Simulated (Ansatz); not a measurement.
System: AlI2 (charge +1, singlet). It need not be the lowest isomer of its formula. 
Geometry from a B3LYP-D3(BJ)/def2-TZVP (Ansatz, a quantum-chemistry and plane-wave program) optimisation:
SMILES: [I][Al+][I]
```xyz
3

Al     0.0000     0.0000     0.0000
I      0.0000     0.0000     2.3695
I      0.0000     0.0000    -2.3695
```
Charge +1, spin multiplicity 1.

Basis-set convergence of Hartree-Fock and MP2 correlation energies (hartree) with Ansatz. Cores are frozen in the correlated levels unless marked. No spin-orbit coupling. Frozen are the shells of the preceding noble gas and the d and f shells that filled before the atom's block. In def2 rows, elements after Kr have scalar-relativistic effective core potentials.

```tsv
basis	functions	E(HF)	E(corr, MP2)
def2-SVP	70	-834.98963	-0.23260
def2-TZVPP	142	-835.09804	-0.31725
def2-QZVPP	234	-835.10666	-0.35901
```

Extrapolating the two largest sets (X = 3 and 4) as X^-3: E(corr) = (64·(-0.35901) - 27·(-0.31725))/37 = -0.3895 Eh, an estimate of the basis-set limit. The largest set recovers 92.2 % of it, the smallest 59.7 %.
